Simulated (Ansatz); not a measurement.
Gas-phase electronic energies from Ansatz, PBE0-D4/def2-TZVP geometries. CBS: MP2 limit from def2 TZ/QZ plus the TZ coupled-cluster correction, frozen cores. This one scheme is used for every species. Functionals use def2-TZVPP. One conformer a species, not always the lowest.

Consider the dimerisation: 2 `[F][AlH][SH]` → `[F][Al@H-]1[SH+][Al@@H-]([F])[SH+]1`.

CCSD(T)/CBS gives -164.0 kJ/mol.

Question: Another level gave -156.8 kJ/mol. Which?
A. B97M-V/def2-TZVPP
B. BHLYP/def2-TZVPP
C. revPBE-D4/def2-TZVPP
D. LDA (SPW92)/def2-TZVPP

Answer: A. B97M-V -156.8, revPBE-D4 -169.3, BHLYP -143.0, LDA (SPW92) -193.6 kJ/mol.

Largest T1 diagnostic among the species: 0.012.

From BLYP to BHLYP (50 % exact exchange), in def2-TZVPP and without D4, ΔE moves by −25.6 kJ/mol. The D4 term adds −26.6 kJ/mol with B3LYP and −14.4 kJ/mol with PBE0; it sums over pairs of atoms, weighted by their polarisabilities, and B3LYP, whose exchange is more repulsive, gets the larger term. At CCSD(T), def2-SVP lies −8.3 kJ/mol from the extrapolated value and def2-TZVPP +3.1 kJ/mol.

B3LYP here is the variant with VWN-RPA as its local correlation; programs differ in this.
